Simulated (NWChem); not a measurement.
Program: NWChem. System: Tl, charge 1, spin multiplicity 1. Level: CCSD(T)/def2-TZVP with def2 effective core potentials on Tl, 4 core orbitals frozen.

The NWChem input:

```
start mol
memory heap 100 mb stack 700 mb global 1900 mb
charge 1
geometry units angstroms nocenter noautoz
  Tl     0.000000     0.000000     0.000000
  symmetry group D2h
end
basis spherical
  * library def2-tzvp
end
ecp
  Tl library def2-ecp
end
scf
  rhf
  nopen 0
  maxiter 100
  thresh 1e-7
  semidirect memsize 60000000 filesize 0
end
tce
  freeze core 4
  ccsd(t)
  2eorb
  2emet 13
  thresh 1e-6
  maxiter 100
  tilesize 24
end
task tce energy
```

Output (cleaned and shortened):

```
             Northwest Computational Chemistry Package (NWChem) 7.3.0
             --------------------------------------------------------

                                NWChem Input Module
                                -------------------

 Scaling coordinates for geometry "geometry" by  1.889725989
 (inverse scale =  0.529177249)

                             Geometry "geometry" -> ""
                             -------------------------

 Output coordinates in angstroms (scale by  1.889725989 to convert to a.u.)

  No.       Tag          Charge          X              Y              Z
 ---- ---------------- ---------- -------------- -------------- --------------
    1 Tl                  81.0000     0.00000000     0.00000000     0.00000000

 Effective nuclear repulsion energy (a.u.)       0.0000000000

            Nuclear Dipole moment (a.u.)
            ----------------------------
        X                 Y               Z
 ---------------- ---------------- ----------------
     0.0000000000     0.0000000000     0.0000000000

      Symmetry information
      --------------------

 Group name             D2h
 Group number             26
 Group order               8
 No. of unique centers     1

      Symmetry unique atoms

     1


 Summary of "ao basis" -> "" (spherical)
 ------------------------------------------------------------------------------
       Tag                 Description            Shells   Functions and Types
 ---------------- ------------------------------  ------  ---------------------
 *                         def2-tzvp                  on all atoms

 Summary of "ao basis" -> "ao basis" (spherical)
 ------------------------------------------------------------------------------
       Tag                 Description            Shells   Functions and Types
 ---------------- ------------------------------  ------  ---------------------
 Tl                        def2-tzvp                16       50   6s5p3d2f

                                 NWChem SCF Module
                                 -----------------

  ao basis        = "ao basis"
  functions       =    50
  atoms           =     1
  closed shells   =    10
  open shells     =     0
  charge          =   1.00
  wavefunction    = RHF
  use symmetry    = T
  symmetry adapt  = T

 Summary of "ao basis" -> "ao basis" (spherical)
 ------------------------------------------------------------------------------
       Tag                 Description            Shells   Functions and Types
 ---------------- ------------------------------  ------  ---------------------
 Tl                        def2-tzvp                16       50   6s5p3d2f

      Symmetry analysis of basis
      --------------------------

        ag         12
        au          2
        b1g         3
        b1u         9
        b2g         3
        b2u         9
        b3g         3
        b3u         9

 Forming initial guess at       0.1s

      Superposition of Atomic Density Guess
      -------------------------------------

 Sum of atomic energies:        -195.23690061

 Renormalizing density from      21.00 to     20

      Non-variational initial energy
      ------------------------------

 Total energy =    -169.152024
 1-e energy   =    -287.102528
 2-e energy   =     117.950503
 HOMO         =      -0.853168
 LUMO         =      -0.303820

      Symmetry analysis of molecular orbitals - initial
      -------------------------------------------------

 !! scf_movecs_sym_adapt:   44 vectors were symmetry contaminated
[...]
              MO Center=  1.6D-34, -5.2D-31,  2.4D-35, r^2= 5.1D+00
   Bfn.  Coefficient  Atom+Function         Bfn.  Coefficient  Atom+Function
  ----- ------------  ---------------      ----- ------------  ---------------
    17      0.551076  1 Tl py                20      0.387809  1 Tl py
    11     -0.325245  1 Tl py                14      0.233268  1 Tl py

 Vector   13  Occ=0.000000D+00  E=-1.768240D-01  Symmetry=b3u
              MO Center= -3.3D-15,  7.2D-33,  2.9D-33, r^2= 5.1D+00
   Bfn.  Coefficient  Atom+Function         Bfn.  Coefficient  Atom+Function
  ----- ------------  ---------------      ----- ------------  ---------------
    16      0.551076  1 Tl px                19      0.387809  1 Tl px
    10     -0.325245  1 Tl px                13      0.233268  1 Tl px

 center of mass
 --------------
 x =   0.00000000 y =   0.00000000 z =   0.00000000

 moments of inertia (a.u.)
 ------------------
           0.000000000000           0.000000000000           0.000000000000
           0.000000000000           0.000000000000           0.000000000000
           0.000000000000           0.000000000000           0.000000000000

  Mulliken analysis of the total density
  --------------------------------------

    Atom       Charge   Shell Charges
 -----------   ------   -------------------------------------------------------
    1 Tl  21    20.00   0.06 -0.57  1.75  0.77  1.27  0.72 -0.55  6.48  0.07 -0.00  0.00  9.11  0.87  0.02  0.00  0.00

       Multipole analysis of the density wrt the origin
       ------------------------------------------------

     L   x y z        total         open         nuclear
     -   - - -        -----         ----         -------
     0   0 0 0      1.000000      0.000000     21.000000

     1   1 0 0      0.000000      0.000000      0.000000
     1   0 1 0     -0.000000      0.000000      0.000000
     1   0 0 1      0.000000      0.000000      0.000000

     2   2 0 0    -14.995354      0.000000      0.000000
     2   1 1 0     -0.000000      0.000000      0.000000
     2   1 0 1     -0.000000      0.000000      0.000000
     2   0 2 0    -14.995354      0.000000      0.000000
     2   0 1 1      0.000000      0.000000      0.000000
     2   0 0 2    -14.995354      0.000000      0.000000

                   NWChem Extensible Many-Electron Theory Module
                   ---------------------------------------------


            General Information
            -------------------
      Number of processors :     1
         Wavefunction type : Restricted Hartree-Fock
          No. of electrons :    20
           Alpha electrons :    10
            Beta electrons :    10
           No. of orbitals :   100
            Alpha orbitals :    50
             Beta orbitals :    50
        Alpha frozen cores :     4
         Beta frozen cores :     4
     Alpha frozen virtuals :     0
      Beta frozen virtuals :     0
         Spin multiplicity : singlet
    Number of AO functions :    50
       Number of AO shells :    16
        Use of symmetry is : on
      Symmetry adaption is : on
         Schwarz screening : 0.10D-09

          Correlation Information
          -----------------------
          Calculation type : Coupled-cluster singles & doubles w/ perturbation
   Perturbative correction : (T)
            Max iterations :      100
        Residual threshold : 0.10D-05
     T(0) DIIS level shift : 0.00D+00
     L(0) DIIS level shift : 0.00D+00
     T(1) DIIS level shift : 0.00D+00
     L(1) DIIS level shift : 0.00D+00
     T(R) DIIS level shift : 0.00D+00
     T(I) DIIS level shift : 0.00D+00
   CC-T/L Amplitude update :  5-th order DIIS
                I/O scheme : Global Array Library
        L-threshold :  0.10D-05
        EOM-threshold :  0.10D-05
 no EOMCCSD initial starts read in
 TCE RESTART OPTIONS
 SLICE:      F
 D4D5:       F
 quantumc:   F
 qrotation:  F
 pwtce:      F
 qducc:      F
 nacto:                         0
 nrotv:                         0
 nrot:                          0

            Memory Information
            ------------------
          Available GA space size is     249034300 doubles
          Available MA space size is     104842332 doubles

 Maximum block size supplied by input
 Maximum block size        24 doubles

 tile_dim =      8

 -------------------------------------------------

 Global array virtual files algorithm will be used

 Parallel file system coherency ......... OK

 4-electron integrals stored in orbital form

 v2    file size   =           130585
 4-index algorithm nr.  13 is used
 imaxsize =       30
 imaxsize ichop =        0


CCSD iterations
 ---------------------------------------------------------
 Iter          Residuum       Correlation     Cpu    Wall
 ---------------------------------------------------------
    1   0.1357772604465  -0.3362716624498     0.2     0.2
    2   0.0254353715381  -0.3059331752041     0.2     0.2
    3   0.0064742258791  -0.3124341628221     0.2     0.2
    4   0.0024002587442  -0.3121572982687     0.2     0.2
    5   0.0009170996663  -0.3124284101626     0.2     0.2
    6   0.0001041261246  -0.3125064449337     0.2     0.2
    7   0.0000246479183  -0.3125060226841     0.2     0.2
    8   0.0000079346529  -0.3125061541304     0.2     0.2
    9   0.0000028058960  -0.3125061347445     0.2     0.2
   10   0.0000010556937  -0.3125061739293     0.2     0.2
   11   0.0000001258752  -0.3125062030477     0.2     0.2
 -----------------------------------------------------------------
 Iterations converged
 CCSD correlation energy / hartree =        -0.312506203047720
 CCSD total energy / hartree       =      -171.643289118150079

 Singles contributions

 Doubles contributions
 CCSD(T)
 Using plain CCSD(T) code
             total no. of tasks         1740
 total no. of tasks / no. procs         1740
                         wl_min            8           1.4
                         wl_max        13824           4.9
        thresh for no. of tasks         1740

 CCSD[T]  correction energy / hartree =        -0.005911881961397
 CCSD[T] correlation energy / hartree =        -0.318418085009117
 CCSD[T] total energy / hartree       =      -171.649201000111475
 CCSD(T)  correction energy / hartree =        -0.005496638757896
 CCSD(T) correlation energy / hartree =        -0.318002841805616
 CCSD(T) total energy / hartree       =      -171.648785756907984

 Task  times  cpu:        3.8s     wall:        3.8s

 Total times  cpu:        3.8s     wall:        3.8s
```
